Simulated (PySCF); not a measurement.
Mayer bond orders and bond lengths

C₅H₁₀NPSi.
SMILES with atom numbers: `[CH2:1]=[CH:2][C@@H:3]([C:4]#[N:5])[Si@@H:6]([CH3:7])[PH2:8]` (hydrogens: H9, H10 on C1; H11 on C2; H12 on C3; H13 on Si6; H14, H15, H16 on C7; H17, H18 on P8)

Cartesian coordinates in Å at the GFN2-xTB level; atoms count from 1:
```xyz
18
C5H10NPSi angstrom
C      2.2055    1.2152    0.1137
C      1.6531    0.0152    0.0799
C      0.7175   -0.4333   -0.9939
C      0.8537   -1.8283   -1.2610
N      0.9411   -2.9552   -1.4445
Si    -1.1088   -0.0965   -0.4169
C     -1.4680   -1.1076    1.1499
P     -1.1283    2.0831    0.1254
H      2.0368    1.9405   -0.6667
H      2.8540    1.5183    0.9169
H      1.8361   -0.7040    0.8670
H      0.8965    0.1248   -1.9170
H     -1.9896   -0.5085   -1.5241
H     -1.2262   -2.1559    1.0033
H     -2.5155   -1.0416    1.4282
H     -0.8816   -0.7401    1.9888
H     -1.1819    2.5416   -1.1815
H     -2.5034    2.1385    0.2608
```

Bond orders from the PBE0/pcSseg-1 density (PySCF). The structure is a single GFN2-xTB conformer in the gas phase; no vibrational or solvent corrections.

How far do the computed orders between heavy atoms stray from the drawn ones?

The largest departure is 0.231, at C3–Si6 (drawn single, 0.769). Drawn single, order below 0.88: C3–Si6 (0.769).

Set the Mayer orders of the bonds beside their lengths.

```json
{"bond": "C1–C2", "drawn as": "double", "length (Å)": "1.322", "Mayer order": "1.978"}
{"bond": "C2–C3", "drawn as": "single", "length (Å)": "1.493", "Mayer order": "0.986"}
{"bond": "C3–C4", "drawn as": "single", "length (Å)": "1.427", "Mayer order": "1.025"}
{"bond": "C4–N5", "drawn as": "triple", "length (Å)": "1.145", "Mayer order": "3.037"}
{"bond": "C3–Si6", "drawn as": "single", "length (Å)": "1.945", "Mayer order": "0.769"}
{"bond": "Si6–C7", "drawn as": "single", "length (Å)": "1.899", "Mayer order": "0.980"}
{"bond": "Si6–P8", "drawn as": "single", "length (Å)": "2.246", "Mayer order": "1.046"}
{"bond": "C1–H9", "drawn as": "single", "length (Å)": "1.079", "Mayer order": "0.955"}
{"bond": "C1–H10", "drawn as": "single", "length (Å)": "1.076", "Mayer order": "0.951"}
{"bond": "C2–H11", "drawn as": "single", "length (Å)": "1.082", "Mayer order": "0.955"}
{"bond": "C3–H12", "drawn as": "single", "length (Å)": "1.093", "Mayer order": "0.914"}
{"bond": "Si6–H13", "drawn as": "single", "length (Å)": "1.474", "Mayer order": "0.915"}
{"bond": "C7–H14", "drawn as": "single", "length (Å)": "1.086", "Mayer order": "0.948"}
{"bond": "C7–H15", "drawn as": "single", "length (Å)": "1.086", "Mayer order": "0.957"}
{"bond": "C7–H16", "drawn as": "single", "length (Å)": "1.087", "Mayer order": "0.944"}
{"bond": "P8–H17", "drawn as": "single", "length (Å)": "1.386", "Mayer order": "0.926"}
{"bond": "P8–H18", "drawn as": "single", "length (Å)": "1.383", "Mayer order": "0.928"}
```

By pair of heavy elements: C–C: lowest C2–C3 (0.986, 1.493 Å), highest C1–C2 (1.978, 1.322 Å). C–Si: lowest C3–Si6 (0.769, 1.945 Å), highest Si6–C7 (0.980, 1.899 Å).

Sum the orders of all bonds at each heavy atom with more than one neighbour and set the sums beside the valence in the SMILES.

C1 3.884 (drawn 4), C2 3.919 (drawn 4), C3 3.694 (drawn 4), C4 4.062 (drawn 4), Si6 3.710 (drawn 4), C7 3.829 (drawn 4), P8 2.900 (drawn 3). Orders between atoms that aren't bonded are not in these sums.

The Mayer order sums products of elements of PS (density times overlap matrix) between the two atoms' basis functions, so it depends on the basis set.

These values come from a run that also computed NMR shieldings. On Arm Neoverse V2, one thread, shared host with 32 logical CPUs at a one-minute load of 28, this took 35 s of wall time and 0.83 GiB of memory at its peak.
